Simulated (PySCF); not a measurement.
Predicted microwave data (PBE0/pcSseg-1 in PySCF (dipole) on a GFN2-xTB geometry, gas phase) for one isomer of C6H13OP:

| Quantity | Value |
| --- | --- |
| Rotational constants | A = 3248, B = 1012, C = 839.7 MHz |
| Dipole components | \|μa\| = 0.11 D, \|μb\| = 0.66 D, \|μc\| = 0.29 D |
| Inertial defect | -53.09 u·Å² |
| κ | -0.86 |

Question: Which candidate fits, each taken in the one conformer that was computed?
A. `[CH3:1][C@H:2]1[CH2:3][CH2:4][P@H:5](=[O:6])[CH2:7][CH2:8]1` with C1–C2–C3–C4 -172°, C2–C3–C4–P5 -59°, C3–C4–P5–O6 175°, C4–P5–C7–C8 -48°
B. `[CH3:1][P:2]([CH2:3][OH:4])[CH:5]1[CH2:6][CH2:7][CH2:8]1` with C1–P2–C3–O4 172°, P2–C3–O4–H 58°, C1–P2–C5–C6 -179°, P2–C5–C6–C7 -131°, C5–C6–C7–C8 12°, C6–C7–C8–C5 -12°, P2–C5–C8–C7 131°
C. `[OH:1][CH2:2][PH:3][CH:4]1[CH2:5][CH2:6][CH2:7][CH2:8]1` with H–O1–C2–P3 -60°, O1–C2–P3–C4 -75°, C2–P3–C4–C5 -165°, P3–C4–C5–C6 -160°, C4–C5–C6–C7 42°, C5–C6–C7–C8 -29°, C6–C7–C8–C4 6°
D. `[CH3:1][CH2:2][CH2:3][P:4]1(=[O:5])[CH2:6][CH2:7][CH2:8]1` with C1–C2–C3–P4 62°, C2–C3–P4–O5 43°, C3–P4–C6–C7 94°, P4–C6–C7–C8 17°, C6–C7–C8–P4 -17°, C3–P4–C8–C7 -90°
E. `[O:1]=[PH:2]1[CH2:3][CH2:4][CH2:5][CH2:6][CH2:7][CH2:8]1` with O1–P2–C3–C4 -176°, P2–C3–C4–C5 -52°, C3–C4–C5–C6 75°, C4–C5–C6–C7 -105°
F. `[CH3:1][C@@H:2]1[CH2:3][C@@H:4]([CH3:5])[P@H:6](=[O:7])[CH2:8]1` with C1–C2–C3–C4 -69°, C2–C3–C4–C5 -157°, C3–C4–P6–O7 135°, C4–P6–C8–C2 18°

Answer: C. It is OCPC1CCCC1, an asymmetric top, point group C1. The candidates at the same level (rigid rotor, commonest isotopes):

| SMILES | A (MHz) | B (MHz) | C (MHz) | μa (D) | μb (D) | μc (D) | Δ (u·Å²) | point group | rotor |
| --- | --- | --- | --- | --- | --- | --- | --- | --- | --- |
| CCCP1(=O)CCC1 | 2807 | 1240 | 1148 | 0.65 | 3.18 | 2.01 | -147.30 | C1 | asymmetric top |
| OCPC1CCCC1 | 3248 | 1012 | 839.7 | 0.11 | 0.66 | 0.29 | -53.09 | C1 | asymmetric top |
| C[C@@H]1C[C@@H](C)[P@H](=O)C1 | 2070 | 1734 | 1205 | 1.51 | 3.36 | 2.01 | -116.34 | C1 | asymmetric top |
| CP(CO)C1CCC1 | 2339 | 1284 | 906.7 | 0.08 | 1.15 | 0.21 | -52.25 | C1 | asymmetric top |
| C[C@H]1CC[P@H](=O)CC1 | 3696 | 1130 | 930.3 | 4.51 | 0.00 | 0.70 | -40.79 | Cs | asymmetric top |
| O=[PH]1CCCCCC1 | 2493 | 1520 | 1051 | 4.62 | 0.07 | 0.21 | -54.28 | C1 | asymmetric top |

`C[C@@H]1C[C@@H](C)[P@H](=O)C1` has B 71 % too high; `CP(CO)C1CCC1` has A 28 % too low; `CCCP1(=O)CCC1` has C 37 % too high; `O=[PH]1CCCCCC1` has B 50 % too high; `C[C@H]1CC[P@H](=O)CC1` has A 14 % too high. No structure here is proved a minimum.
